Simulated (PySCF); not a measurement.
C6H13N.
SMILES with atom numbers: `[CH3:1][CH2:2][C@@H:3]1[CH2:4][CH2:5][C@@H:6]1[NH2:7]`

Geometry (GFN2-xTB, Å), atoms numbered from 1 in this order:
```xyz
20
C6H13N angstrom
C      2.2995   -0.8353   -0.0816
C      0.8571   -1.1342    0.3123
C      0.0868    0.1278    0.6681
C     -1.3379   -0.0678    1.2158
C     -1.8575    0.9879    0.2312
C     -0.4982    0.9781   -0.4917
N     -0.5750    0.2681   -1.7516
H      2.8368   -0.3864    0.7517
H      2.3355   -0.1421   -0.9188
H      2.8158   -1.7482   -0.3696
H      0.3422   -1.6392   -0.5056
H      0.8526   -1.7995    1.1796
H      0.6900    0.7501    1.3332
H     -1.4756    0.1556    2.2717
H     -1.7250   -1.0620    1.0061
H     -2.0889    1.9432    0.6971
H     -2.6937    0.6758   -0.3897
H     -0.0297    1.9730   -0.5886
H     -1.1815    0.7691   -2.3921
H      0.3413    0.1967   -2.1804
```

Probes without a nucleus sit at each ring's centroid and 1 Å off its mean plane on both sides; NICS is minus the shielding there, NICSzz its component along the normal. Level: GIAO PBE0/pcSseg-1 (PySCF, non-relativistic, gas phase) on the GFN2-xTB geometry, one conformer.

Ring bond lengths (Å), with Mayer bond orders in brackets: C3–C4 1.539 (1.02), C4–C5 1.534 (1.06), C5–C6 1.540 (1.02), C6–C3 1.553 (0.95).

What do the NICS probes read (ppm)?

| ring | type | NICS(0) | NICS(1), two faces | NICS(1)zz, two faces | rms pucker (Å) | centre to ring atoms, mean (Å) |
| --- | --- | --- | --- | --- | --- | --- |
| C3–C4–C5–C6 | 4-membered carbocycle; formal bonds all single | 0.3 | 0.1 / -0.6 | 6.5 / 2.8 | 0.07 | 1.09 |

What can be read from them?

- C3–C4–C5–C6: mean NICS(1)zz 4.7 ppm, deshielded. C3, C4, C5, C6 have four or more neighbours, so the value isn't read as a sign of a π ring current. The two faces differ by 3.7 ppm, so no symmetry operation interchanges them.

At the second NICS(1) probe listed for ring C3–C4–C5–C6, 1 Å off the ring, how large is the induced field along the normal in 11.7 T applied along it?

NICSzz × B0 = 2.8 ppm × 11.7 T = 33 μT, along the applied field.

Hardware: one thread of an Arm Neoverse N1, shared host with 64 logical CPUs at a one-minute load of 57. Cost: 51 s, 0.92 GiB resident at most. This is the whole shielding run at PBE0/pcSseg-1, SCF included.
